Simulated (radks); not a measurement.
Isoelectronic series with 29 electrons, each ion in its NIST ground configuration. All-electron calculation, non-relativistic Kohn-Sham, PBEsol, spin-unpolarised, spherical densities, point nucleus. Program: a radial shooting solver on a logarithmic mesh with Libxc functionals. Total energies (hartree) and screening constants sigma, defined by e = -(Z - sigma)^2 / (2 n^2) hartree:

ion    configuration  E (hartree)      4s      3d      3p
Cu     [Ar] 3d10 4s1  -1638.96169  26.716  27.139  22.149
Zn+    [Ar] 3d10 4s1  -1777.44286  25.988  26.352  22.207
Ga2+   [Ar] 3d10 4s1  -1922.14915  25.515  25.864  22.173
Ge3+   [Ar] 3d10 4s1  -2073.03368  25.163  25.505  22.106
As4+   [Ar] 3d10 4s1  -2230.06815  24.885  25.223  22.026
Se5+   [Ar] 3d10 4s1  -2393.23394  24.656  24.992  21.945
Br6+   [Ar] 3d10 4s1  -2562.51805  24.464  24.799  21.867
Kr7+   [Ar] 3d10 4s1  -2737.91094  24.299  24.634  21.793
Rb8+   [Ar] 3d10 4s1  -2919.40537  24.156  24.492  21.723
Sr9+   [Ar] 3d10 4s1  -3106.99572  24.029  24.366  21.659
Zr11+  [Ar] 3d10 4s1  -3500.44695  23.816  24.156  21.543
Nb12+  [Ar] 3d10 4s1  -3706.30115  23.726  24.066  21.491
Mo13+  [Ar] 3d10 4s1  -3918.23754  23.643  23.985  21.443
Tc14+  [Ar] 3d10 4s1  -4136.25399  23.568  23.912  21.398
Ru15+  [Ar] 3d10 4s1  -4360.34868  23.499  23.844  21.356
Rh16+  [Ar] 3d10 4s1  -4590.52004  23.435  23.782  21.317
Pd17+  [Ar] 3d10 4s1  -4826.76671  23.376  23.725  21.280
Ag18+  [Ar] 3d10 4s1  -5069.08753  23.322  23.672  21.246
Cd19+  [Ar] 3d10 4s1  -5317.48144  23.271  23.623  21.213
In20+  [Ar] 3d10 4s1  -5571.94755  23.224  23.577  21.183
Sn21+  [Ar] 3d10 4s1  -5832.48504  23.180  23.534  21.154
